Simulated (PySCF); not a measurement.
Vertical excitations of a molecule C5H5Cl from PySCF with TDDFT-LC-ωPBE/def2-SVPD, as energy in eV (oscillator strength): 5.11 (0.136), 6.76 (0.001), 7.10 (0.008), 7.26 (0.000), 7.31 (0.011), 7.87 (0.012). Lowest triplet (TDA): 2.93 eV. Geometry optimised at ωB97X-D3(BJ)/def2-SVP. One conformer was computed; it need not be the lowest.

Problem. Pick the molecule that these values belong to.
A. ClC1=CC=CC1
B. C#C[C@H]1C[C@H]1Cl
C. C=C=C/C=C/Cl
D. C#CCC(=C)Cl

Solution. A, ClC1=CC=CC1
